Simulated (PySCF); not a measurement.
**Telling isomers of C6H10O3 apart by NMR**

How the numbers were obtained: NMR shieldings at PBE0/pcSseg-1/GIAO, coordinates at the GFN2-xTB level, in PySCF 2.14.0 with density-fitted response routines (no relativistic terms, single conformer, equivalent nuclei averaged, gas phase).

δ = σ(ref) − σ, references computed at the same level: TMS for ¹H (σ = 31.72 ppm) and ¹³C (σ = 186.93 ppm). Where no couplings were computed, multiplicities follow the n + 1 count of equivalent neighbours, and m marks all less simple cases (inequivalent or close neighbours, rings, F or P nearby). Shifts are as computed. Against solution values, carbons near 30 ppm lie about +3 ppm off and those near 130 ppm about +5 ppm. Of 1211 compounds with measured shifts, 218 miss one by over three times the rms of a fit or turn the order of signals round; such compounds aren't used in these exercises. OH and NH positions are gas-phase values without hydrogen bonding to other molecules.

(1) Tabulate the signals of `CC(=O)O[C@@H]1CC[C@H]1O`, `C=C(C)COC(=O)OC`, `C=COC(=O)CCOC` and their relative energies.

(2) What is the quickest way to tell C=C(C)COC(=O)OC from C=COC(=O)CCOC?

(3) What is the quickest way to tell CC(=O)O[C@@H]1CC[C@H]1O from C=C(C)COC(=O)OC?

(4) What is the quickest way to tell CC(=O)O[C@@H]1CC[C@H]1O from C=COC(=O)CCOC?

Answers

(1) 
| SMILES | carbon types | δC | δH | E rel. (kcal/mol) |
| --- | --- | --- | --- | --- |
| CC(=O)O[C@@H]1CC[C@H]1O | 1×C 2×CH 2×CH2 1×CH3 | 179.0, 82.4, 77.8, 23.1, 23.0, 20.3 | 4.35 (m, 1H), 4.20 (m, 1H), 3.33 (br s, 1H), 2.24 (m, 1H), 2.23 (m, 1H), 2.16 (s, 3H), 1.80 (m, 1H), 1.77 (m, 1H) | 0.0 |
| C=C(C)COC(=O)OC | 2×C 2×CH2 2×CH3 | 163.4, 150.1, 121.9, 75.9, 56.3, 23.1 | 5.36 (m, 1H), 5.34 (m, 1H), 4.50 (s, 2H), 3.90 (s, 3H), 2.01 (s, 3H) | 1.8 |
| C=COC(=O)CCOC | 1×C 1×CH 3×CH2 1×CH3 | 174.2, 148.8, 101.7, 72.3, 61.7, 38.0 | 7.93 (m, 1H), 5.12 (m, 1H), 4.86 (m, 1H), 3.64 (t, 2H), 3.58 (s, 3H), 2.77 (t, 2H) | 17.2 |

Energies are electronic energies at PBE0/pcSseg-1 on these geometries, without zero-point or thermal terms, each for the one conformer computed, which needn't be the lowest.

(2) Both give the same number of carbon signals, but DEPT or the intensities differ. The first has an allylic methyl carbon (CH3) at 23.1 ppm, the second an alkene carbon bearing oxygen (CH) at 148.8 ppm. Their most deshielded carbons lie at 163.4 and 174.2 ppm. In the proton spectra the most deshielded non-exchanging signals are 5.36 (m, 1H) and 7.93 (m, 1H).

(3) Both give the same number of carbon signals, but DEPT or the intensities differ. The first has an sp3 CH bonded to O at 82.4 ppm, the second a terminal =CH2 carbon at 121.9 ppm. Their most deshielded carbons lie at 179.0 and 163.4 ppm. In the proton spectra the most deshielded non-exchanging signals are 4.35 (m, 1H) and 5.36 (m, 1H).

(4) Both give the same number of carbon signals, but DEPT or the intensities differ. The first has an sp3 CH bonded to O at 82.4 ppm, the second an alkene carbon bearing oxygen (CH) at 148.8 ppm. Their most deshielded carbons lie at 179.0 and 174.2 ppm. In the proton spectra the most deshielded non-exchanging signals are 4.35 (m, 1H) and 7.93 (m, 1H).
